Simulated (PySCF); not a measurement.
A structure optimised at PBE0-D3(BJ)/def2-SVP, used in a PySCF frequency run:

```xyz
6

In     0.4390     0.0024     0.0000
F      2.3981    -0.0637     0.0000
Se    -0.6641    -2.2397     0.0000
H      0.6632    -2.8783     0.0000
Se    -0.5664     2.2875     0.0000
H     -1.9208     1.7087     0.0000
```

Write its SMILES, formula and point group.

[F][In]([SeH])[SeH], FH2InSe2, Cs

What are its rotational constants (standard atomic weights)?

2.5836, 0.61570, 0.49721 GHz
